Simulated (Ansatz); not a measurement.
Reaction (formal loss of a carbene): `F[CH2][SnH2][SH]` → `[CH]F` + `[SH][SnH3]`

Isolated molecules relaxed with PBE0-D4/def2-TZVP in Ansatz; ΔE leaves out vibrations. CCSD(T)/CBS adds triple-zeta CCSD(T) − MP2 to the extrapolated MP2 energy (def2 sets, frozen cores). This one scheme is used for every species. Functionals use def2-TZVPP. B3LYP here is the variant with VWN-RPA as its local correlation; programs differ in this. def2 core potentials past Kr. For Sn outer-core shells are correlated without core-valence functions, which leaves a few kJ/mol of doubt a bond. One conformer a species, not always the lowest.

`F[CH2][SnH2][SH]`:

Z-matrix (Å, degrees):
```
C
Sn 1 2.168
F 1 1.386 2 108.8
H 1 1.093 2 111.5 3 -119.6
H 1 1.092 2 110.2 3 118.8
S 2 2.402 1 106.7 3 -60.5
H 2 1.707 1 109.9 3 59.3
H 2 1.706 1 111.9 3 -175.9
H 6 1.344 2 92.8 1 51.5
```

`[CH]F`:

```xyz
3

C    -0.484    0.028    0.157
F     0.338    0.876   -0.388
H     0.146   -0.904    0.230
```

`[SH][SnH3]`:

Cartesian coordinates in Å:
```
S -0.737 1.626 -0.529
Sn 0.348 -0.475 -0.088
H -1.388 1.642 0.646
H -0.832 -1.684 0.151
H 1.330 -0.329 1.299
H 1.278 -0.781 -1.479
```

CCSD(T)/CBS gives +88.4 kcal/mol.

Another level gave +93.0 kcal/mol. Which?
A. B3LYP-D4/def2-TZVPP
B. revPBE-D4/def2-TZVPP
C. ωB97M-V/def2-TZVPP
D. MP2/def2-TZVPP

D. MP2/def2-TZVPP 93.0, ωB97M-V 86.6, revPBE-D4 88.9, B3LYP-D4 87.6 kcal/mol.

Largest T1 diagnostic among the species: 0.018.

From BLYP to BHLYP (50 % exact exchange), in def2-TZVPP and without D4, ΔE moves by +3.3 kcal/mol. Leaving LDA and LC-ωPBE aside and taking each functional with its dispersion term where it has one, the values, not all of them listed here, spread over 7.0 kcal/mol, from BLYP-D4 to PBE-QIDH. LDA lies +11.4 kcal/mol from PBE without D4. In def2-TZVPP, CCSD(T) changes the Hartree–Fock value by +11.5 kcal/mol (the triples alone add +0.9 kcal/mol) and MP2 by +18.7 kcal/mol.
